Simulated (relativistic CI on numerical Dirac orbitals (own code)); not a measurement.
Electric-dipole lines of Pb75+

Method of calculation: Dirac-Coulomb-Breit CI, orbitals from a KLI potential per configuration, a model potential for QED, unscaled Slater integrals (own radial code, finite nucleus).

Configuration list (outside the closed core 1s2): 2s²2p³, 2s2p⁴, 2p⁵, 2s²2p²3s, 2p⁴3s, 2p⁴3p, 2s²2p²3p, 2p⁴3d, 2s²2p²3d, 2s2p³3s, 2s2p³3p, 2s2p³3d, 2s²2p²4s, 2s²2p²4p, 2s²2p²4d, 2s²2p²4f, 2s²2p3s², 2s²2p3s3p, 2s2p³4s, 2s²2p²5s, 2s²2p3s3d, 2s²2p3p², 2s²2p²5p, 2s2p³4p, 2s²2p²5d, 2s²2p²5f, 2s²2p²5g, 2s2p³4d, 2s2p³4f, 2s²2p3p3d, 2s2p²3s², 2s²2p3d², 2s2p²3s3p, 2s2p²3s3d, 2s2p²3p², 2s2p²3p3d. Levels of other configurations are missing.

```csv
λ vac (Å),Lower,Upper,A (s⁻¹),gf,Branching (%)
0.7852,2s²2p³ ²D°5/2 [3],2s²2p²4d ²F7/2 [257],1.22e+15,9.02e-01,83.9
0.8802,2s²2p³ ⁴S°3/2 [2],2s²2p²3d ²D3/2 [124],1.76e+15,8.19e-01,76.3
0.8809,2s²2p³ ²P°1/2 [4],2s²2p²3d ²D3/2 [130],2.17e+15,1.01e+00,95.7
0.8816,2s²2p³ ²D°5/2 [3],2s²2p²3d ²F7/2 [125],2.25e+15,2.09e+00,99.9
0.8827,2s²2p³ ²P°3/2 [1],2s²2p²3d ²P1/2 [50],2.91e+15,6.79e-01,90.5
0.8834,2s²2p³ ²P°3/2 [1],2s²2p²3d ²D3/2 [49],2.55e+15,1.20e+00,84.1
0.8835,2s2p⁴ ²D5/2 [10],2s2p³3d ²F°7/2 [340],2.31e+15,2.16e+00,98.3
0.8838,2s²2p³ ²P°3/2 [1],2s²2p²3d ²D5/2 [48],2.86e+15,2.01e+00,96.4
0.8845,2s2p⁴ ⁴P5/2 [5],2s2p³3d ⁴P°3/2 [162],2.67e+15,1.25e+00,86.5
0.8849,2s2p⁴ ⁴P5/2 [5],2s2p³3d ⁴D°5/2 [161],2.50e+15,1.76e+00,96.3
0.8853,2s2p⁴ ⁴P5/2 [5],2s2p³3d ⁴F°7/2 [158],2.06e+15,1.94e+00,94.8
0.8856,2s2p⁴ ²P3/2 [7],2s2p³3d ²F°5/2 [174],2.53e+15,1.78e+00,94.5
1.0356,2s²2p³ ²P°3/2 [8],2s²2p²3d ²D5/2 [144],1.80e+15,1.74e+00,99.8
1.0376,2s2p⁴ ⁴P1/2 [14],2s2p³3d ²P°3/2 [353],3.66e+15,2.36e+00,97.6
1.0377,2s2p⁴ ²D5/2 [10],2s2p³3d ²F°7/2 [192],2.41e+15,3.11e+00,98.6
1.0385,2s²2p³ ⁴S°3/2 [2],2s²2p²3d ²D5/2 [55],2.13e+15,2.06e+00,65.4
1.0394,2s²2p³ ²P°3/2 [8],2s²2p²3d ²D5/2 [139],2.72e+15,2.65e+00,99.6
1.0396,2s²2p³ ²P°3/2 [8],2s²2p²3d ²P3/2 [138],2.57e+15,1.67e+00,94.4
1.0398,2s²2p³ ²D°5/2 [3],2s²2p²3d ²F7/2 [56],3.63e+15,4.71e+00,100.0
1.0400,2s²2p³ ⁴S°3/2 [2],2s²2p²3d ²F5/2 [54],1.48e+15,1.44e+00,67.9
1.0402,2s²2p³ ⁴S°3/2 [2],2s²2p²3d ²P3/2 [53],1.50e+15,9.76e-01,87.9
1.0405,2s²2p³ ²D°5/2 [3],2s²2p²3d ²D5/2 [55],1.11e+15,1.08e+00,34.2
1.0425,2s²2p³ ²P°3/2 [1],2s²2p²3d ²D5/2 [20],2.26e+15,2.21e+00,100.0
1.0426,2s2p⁴ ²P1/2 [11],2s2p³3d ²P°3/2 [197],3.10e+15,2.02e+00,72.8
1.0430,2s2p⁴ ²D3/2 [12],2s2p³3d ²D°5/2 [198],3.87e+15,3.79e+00,95.5
1.0433,2s2p⁴ ⁴P5/2 [5],2s2p³3d ⁴D°7/2 [75],3.10e+15,4.05e+00,99.6
1.0439,2s2p⁴ ⁴P5/2 [5],2s2p³3d ⁴D°5/2 [74],1.72e+15,1.68e+00,86.2
1.0445,2s²2p³ ²P°1/2 [4],2s²2p²3d ²D3/2 [57],2.18e+15,1.42e+00,88.8
1.0446,2s2p⁴ ²D5/2 [10],2s2p³3d ²D°5/2 [186],2.82e+15,2.77e+00,92.8
1.0447,2s2p⁴ ⁴P3/2 [9],2s2p³3d ⁴D°3/2 [182],2.41e+15,1.58e+00,82.7
1.0452,2s2p⁴ ⁴P3/2 [9],2s2p³3d ⁴D°5/2 [181],2.38e+15,2.34e+00,89.5
1.0454,2s2p⁴ ²P3/2 [7],2s2p³3d ²D°5/2 [79],3.25e+15,3.19e+00,98.2
1.0456,2p⁵ ²P°1/2 [15],2p⁴3d ²D3/2 [382],4.66e+15,3.05e+00,97.6
1.0459,2s2p⁴ ²D5/2 [10],2s2p³3d ²F°7/2 [184],1.88e+15,2.47e+00,98.3
1.0483,2p⁵ ²P°3/2 [13],2p⁴3d ²P3/2 [215],3.28e+15,2.16e+00,97.8
1.0484,2p⁵ ²P°3/2 [13],2p⁴3d ²D5/2 [214],2.76e+15,2.73e+00,97.4
3.0422,2s²2p²3d ²G7/2 [47],2s²2p²4f ²H°9/2 [264],4.48e+14,6.21e+00,91.7
3.0460,2s²2p²3d ²D3/2 [19],2s²2p²4f ²F°5/2 [96],4.61e+14,3.85e+00,92.7
3.0525,2s2p³3d ²F°7/2 [66],2s2p³4f ²G9/2 [304],4.41e+14,6.16e+00,90.5
3.1399,2s²2p²3d ⁴D7/2 [51],2s²2p²4f ⁴G°9/2 [270],4.14e+14,6.13e+00,87.4
3.1417,2s²2p²3d ²G9/2 [52],2s²2p²4f ²H°11/2 [276],4.68e+14,8.31e+00,99.7
3.1421,2s2p³3d ⁴F°9/2 [73],2s2p³4f ⁴G11/2 [311],4.67e+14,8.30e+00,99.7
3.1595,2s²2p²3d ²D5/2 [20],2s²2p²4f ²F°7/2 [97],4.71e+14,5.64e+00,97.4
3.1657,2s²2p²3d ²F7/2 [56],2s²2p²4f ²G°9/2 [274],3.60e+14,5.40e+00,74.5
6.9501,2s²2p²4f ²F°7/2 [97],2s²2p²5g ²G9/2 [224],1.41e+14,1.02e+01,98.2
```

Terms are leading LS components. Brackets give the number of a level in order of energy, since labels repeat. The list gives strong lines, with weight on those to low levels, without lines whose two gauges differ by over a factor of 2.5, among the lowest 400 of 1461 levels, so that lines to higher ones, which can be the strongest, are missing. Levels whose partners in the same complex of configurations lie outside the list can be far off, and so can their lines. Rates are taken at the computed energies, electric ones in the length gauge.

At this charge energies of transitions that change n are usually good to better than 1 %, and those within a shell (Δn = 0) to a few per cent.

LS names give the leading component of a level, which can be under half, so a name can repeat, a term be missing and a line seem to break the LS rules.
